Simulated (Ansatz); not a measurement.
CH5NOSi, SMILES `N[SiH2]C=O`, 9 atoms. The species carries charge 0 and has multiplicity 1. All runs use 2 threads of an Arm Neoverse V1 on a shared host. Correlated methods freeze the cores.

Problem. Give the basis size and wall time and peak host memory of each of these runs in Ansatz. RKS LC-ωPBE/def2-TZVPP energy; RKS ωB97M-V/def2-SVP energy; RKS PBE0-D4/def2-QZVPP energy; RHF-CCSD(T)/def2-TZVPP energy; RHF-MP2/def2-QZVPP energy; RKS PBE-QIDH (frozen core)/def2-TZVPP energy; direct RPA on PBE orbitals/def2-TZVPP energy; RKS ωB97M-V/def2-QZVPP energy; RHF-CCSD(T)/def2-SVP energy; RKS PBE0-D4/def2-TZVP relaxation (11 steps); RKS PBE0-D4/def2-SVP energy; RKS CAM-B3LYP-D4/def2-TZVPP energy. (Best estimate.)

Solution. The calculation gave: Other jobs shared the machine, so times are rough.

```json
{"level": "RKS PBE0-D4/def2-SVP", "job": "energy", "functions": "85", "wall time": "1.1 s", "peak host memory (GiB)": "0.15"}
{"level": "RHF-CCSD(T)/def2-SVP", "job": "energy", "functions": "85", "wall time": "2.8 s", "peak host memory (GiB)": "0.27"}
{"level": "RKS LC-ωPBE/def2-TZVPP", "job": "energy", "functions": "205", "wall time": "2.8 s", "peak host memory (GiB)": "0.29"}
{"level": "RKS CAM-B3LYP-D4/def2-TZVPP", "job": "energy", "functions": "205", "wall time": "3.4 s", "peak host memory (GiB)": "0.42"}
{"level": "RKS ωB97M-V/def2-SVP", "job": "energy", "functions": "85", "wall time": "4.6 s", "peak host memory (GiB)": "0.23"}
{"level": "direct RPA on PBE orbitals/def2-TZVPP", "job": "energy", "functions": "205", "wall time": "6 s", "peak host memory (GiB)": "0.43"}
{"level": "RKS PBE-QIDH (frozen core)/def2-TZVPP", "job": "energy", "functions": "205", "wall time": "6 s", "peak host memory (GiB)": "0.43"}
{"level": "RKS PBE0-D4/def2-QZVPP", "job": "energy", "functions": "391", "wall time": "7.5 s", "peak host memory (GiB)": "1"}
{"level": "RHF-MP2/def2-QZVPP", "job": "energy", "functions": "391", "wall time": "20 s", "peak host memory (GiB)": "1.7"}
{"level": "RKS ωB97M-V/def2-QZVPP", "job": "energy", "functions": "391", "wall time": "21 s", "peak host memory (GiB)": "1.2"}
{"level": "RKS PBE0-D4/def2-TZVP", "job": "relaxation (11 steps)", "functions": "160", "wall time": "37 s", "peak host memory (GiB)": "0.32"}
{"level": "RHF-CCSD(T)/def2-TZVPP", "job": "energy", "functions": "205", "wall time": "71 s", "peak host memory (GiB)": "2.7"}
```

LC-ωPBE has ω = 0.4 bohr⁻¹.
